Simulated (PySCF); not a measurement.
**Krypton: a sound run and one with changed settings**

Sound run: Kr⁺ [Ar] 3d10 4s2 4p5, Kr²⁺ [Ar] 3d10 4s2 4p4. Calculation: PySCF 2.14, in aug-cc-pVDZ-DK (6s5p3d, 36 functions); scalar relativity by spin-free X2C-1e. The sound run starts from symmetry-adapted Hartree-Fock orbitals and uses a fine grid where one is needed.

A second run was set up differently.

```json
{"species": "Kr⁺", "method": "UHF", "sound run (hartree)": "-2787.57027", "changed run (hartree)": "-2787.57027", "converged": "yes"}
{"species": "Kr⁺", "method": "B3LYP", "sound run (hartree)": "-2789.42341", "changed run (hartree)": "-2789.43190", "converged": "yes"}
{"species": "Kr⁺", "method": "LDA", "sound run (hartree)": "-2785.49275", "changed run (hartree)": "-2785.47017", "converged": "yes"}
{"species": "Kr²⁺", "method": "UHF", "sound run (hartree)": "-2786.71490", "changed run (hartree)": "-2786.71490", "converged": "yes"}
{"species": "Kr²⁺", "method": "B3LYP", "sound run (hartree)": "-2788.52298", "changed run (hartree)": "-2788.53165", "converged": "yes"}
{"species": "Kr²⁺", "method": "LDA", "sound run (hartree)": "-2784.58668", "changed run (hartree)": "-2784.56505", "converged": "yes"}
```

Ionisation energy of Kr⁺:

| method | sound run (eV) | changed run (eV) |
| --- | --- | --- |
| UHF | 23.276 | 23.276 |
| B3LYP | 24.502 | 24.497 |
| LDA | 24.655 | 24.630 |

What was changed?
A. radial grid too coarse
B. all electrons correlated in a valence basis
C. level shift left on
D. too few SCF iterations

A. It used radial step 0.5 in ln r (0.13 in the sound run). A coarse radial grid mis-integrates the density and the exchange-correlation energy, with errors of either sign; Hartree-Fock needs no grid.
